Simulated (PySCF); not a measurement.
# Nonlinear optical response: [C$_{7}$H$_{10}$BO$_{2}$]-, charge -1

Cartesian coordinates in Å; atom numbers follow the order of the lines, from 1:
```xyz
20

C    -1.9918   -2.3208   -1.0540
B    -2.0203   -0.7810   -0.5968
C    -2.9929   -0.3772    0.6164
C    -0.9030    0.1855   -1.0521
O    -1.9697    0.2714   -1.7922
C     0.2776    0.8926   -1.1671
C     1.3502    0.6859   -0.2835
C     2.5747    1.3223   -0.2904
C     3.6046    1.0310    0.6662
O     3.5722    0.2244    1.5877
H    -1.5758   -2.9637   -0.2576
H    -3.0089   -2.7012   -1.2654
H    -1.3800   -2.4832   -1.9569
H    -4.0329   -0.7050    0.4296
H    -3.0131    0.7097    0.8013
H    -2.6758   -0.8627    1.5569
H     0.3693    1.6327   -1.9740
H     1.2055   -0.0650    0.5040
H     2.7931    2.0844   -1.0469
H     4.5412    1.6437    0.5132
```

Total charge -1.

The calculation used quadratic response CAM-B3LYP/aug-cc-pVDZ first hyperpolarisability, Taylor convention, gas phase in PySCF 2.14.0. Geometry: PBE0-D3(BJ)/def2-SVP.

The bonding changed while the geometry was optimised; results refer to the coordinates, not to the name. For a gas-phase anion, states above the detachment energy (about 3.1 eV, taken as minus the energy of the highest occupied orbital) lie in the continuum and depend on the basis.

(1) What is the first hyperpolarisability, and how does it disperse?

(2) Which lowest excitations and polarisabilities go with it?

Results:

(1) In au, Taylor convention; the vector part is βᵢ = ⅓ Σⱼ (βᵢⱼⱼ + βⱼᵢⱼ + βⱼⱼᵢ):
```csv
process,λ (nm),β vector norm,β HRS,depolarisation ratio
"static β(0;0,0)",∞,811.8,413.0,3.07
"second harmonic β(−2ω;ω,ω)",1907,981.0,483.4,3.27
"Pockels β(−ω;ω,0)",1907,863.1,–,–
"second harmonic β(−2ω;ω,ω)",1064,1602.2,739.9,3.74
"Pockels β(−ω;ω,0)",1064,994.7,–,–
```

(2) S1 3.94 eV (f = 0.824); S2 3.95 eV (f = 0.003); S3 4.09 eV (f = 0.000); isotropic α 146.6 au static, 148.1 au at 1907 nm, 151.6 au at 1064 nm, 152.9 au at 953.5 nm, 172.9 au at 532 nm.
